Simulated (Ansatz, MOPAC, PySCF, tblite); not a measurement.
Dissociation curve of BeO, singlet.

Methods: RKS-PBE = Ansatz (a first-principles code) with restricted PBE/cc-pVDZ; UKS-B3LYP/6-31G* = unrestricted B3LYP/6-31G*, spherical d run with PySCF; RHF/6-31G* = restricted Hartree-Fock/6-31G*, spherical d (PySCF 2.14.0); PM7, restricted, heats of formation (MOPAC); GFN2-xTB, 300 K electronic temperature (tblite).

Energies are in kcal/mol, each relative to the lowest point of its own curve near equilibrium.

| R / Å | RKS-PBE | UKS-B3LYP/6-31G* | RHF/6-31G* | PM7 | GFN2-xTB |
|---|---|---|---|---|---|
| 1.06 | 82.9 | 73.6 | 65.9 | 70.9 | 61.4 |
| 1.14 | 37.3 | 30.3 | 24.0 | 28.0 | 21.3 |
| 1.19 | 20.0 | 14.7 | 9.7 | 12.4 | 8.4 |
| 1.26 | 5.9 | 3.1 | 0.6 | 1.5 | 0.4 |
| 1.27 | 4.7 | 2.2 | 0.1 | 0.8 | 0.0 |
| 1.32 | 0.8 | 0.0 | 0.0 | 0.0 | 0.0 |
| 1.35 | 0.0 | 0.2 | 1.6 | 1.4 | 1.3 |
| 1.42 | 1.7 | 4.1 | 8.6 | 8.9 | 7.1 |
| 1.44 | 2.8 | 5.9 | 11.3 | 11.9 | 9.3 |
| 1.55 | 13.1 | 17.6 | 29.4 | 33.2 | 23.9 |
| 1.61 | 20.4 | 22.9 | 40.1 | 46.9 | 32.9 |

At the longest distance, 1.61 Å, PM7 lies highest above its minimum (46.9 kcal/mol) and RKS-PBE lowest (20.4 kcal/mol).

The scan ran from 1.06 to 5.21 Å; beyond the distances shown full CI changes its symmetry label. The restricted form behind RKS-PBE, RHF/6-31G*, PM7 keeps the bonding electrons paired and can't separate into open-shell fragments. The unrestricted determinant behind UKS-B3LYP/6-31G* is spin-contaminated at 1.55 to 1.61 Å (<S²> up to 0.8, against 0.00 for a pure singlet).
